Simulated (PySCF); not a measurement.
ClGe2H7Si.
SMILES with atom numbers: `[SiH3:1][Ge@H:2]([Cl:3])[GeH3:4]` (hydrogens: H5, H6, H7 on Si1; H8 on Ge2; H9, H10, H11 on Ge4)

Level of theory: PySCF, PBE0-D3(BJ)/def2-SVP geometry optimisation, gas phase.

Task: List the bond lengths and angles at this level.

Result: 
```json
{"bond": "Si1–Ge2", "length (bohr)": "4.502", "order": "single"}
{"bond": "Ge2–Cl3", "length (bohr)": "4.137", "order": "single"}
{"bond": "Ge2–Ge4", "length (bohr)": "4.578", "order": "single"}
{"bond": "Si1–H5, Si1–H6, Si1–H7", "length (bohr)": "2.822", "order": "single"}
{"bond": "Ge2–H8", "length (bohr)": "2.914", "order": "single"}
{"bond": "Ge4–H9, Ge4–H10, Ge4–H11", "length (bohr)": "2.907", "order": "single"}
```

Bonds in one row agree within 0.02 bohr and their mean is given. Orders are formal, as drawn. A selection of angles:
```json
{"angle": "Ge2–Si1–H5", "degrees": "110.1"}
{"angle": "Ge2–Si1–H7", "degrees": "107.9"}
{"angle": "H5–Si1–H6", "degrees": "109.8"}
{"angle": "Si1–Ge2–Cl3", "degrees": "104.2"}
{"angle": "Si1–Ge2–Ge4", "degrees": "115.1"}
{"angle": "Si1–Ge2–H8", "degrees": "113.1"}
{"angle": "Cl3–Ge2–Ge4", "degrees": "105.2"}
{"angle": "Cl3–Ge2–H8", "degrees": "105.7"}
{"angle": "Ge4–Ge2–H8", "degrees": "112.4"}
{"angle": "Ge2–Ge4–H9", "degrees": "110.0"}
{"angle": "H9–Ge4–H10", "degrees": "109.2"}
```

Si1 (SiH3 silicon) is tetrahedral (angles from 107.9° to 110.1°). Ge2 (germanium bonded to Cl, Ge, Si and H) is distorted tetrahedral (angles from 104.2° to 115.1°). Ge4 (germanium bonded to Ge and 3 H) is tetrahedral (angles from 108.5° to 110.0°).

Point group: C1 (no symmetry element, even within 0.4 Å). Whether it is a minimum is left open (no frequencies).
